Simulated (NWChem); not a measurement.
## A calculation on H$_{2}$SSn

```xyz
4

Sn    -0.3986    -0.4725     0.0000
H      1.0023    -1.5864     0.0000
S      1.1697     1.4266     0.0000
H      0.2135     2.3866     0.0000
```
Charge 0, spin multiplicity 1.

The numbers come from NWChem runs, not from measurements. All single points use one geometry, from B3LYP/def2-SVP with def2 effective core potentials on Sn, a minimum by its harmonic frequencies. It is one conformer; others weren't searched.

Symmetry labels belong to the abelian group Cs used in the runs, with the axes of the coordinates shown.

Effective core potentials replace the inner electrons of Sn; spin-orbit coupling is left out. The structure started from a generated list of species.

List the lowest 6 singlet excitations that CIS/def2-SVPD with def2 effective core potentials on Sn gives, with oscillator strengths.


```tsv
state	symmetry	energy (eV)	wavelength (nm)	f
1	a"	3.26	380	0.043
2	a'	5.17	240	0.001
3	a"	5.24	237	0.002
4	a'	5.97	208	0.426
5	a'	6.37	195	0.235
6	a"	6.49	191	0.040
```
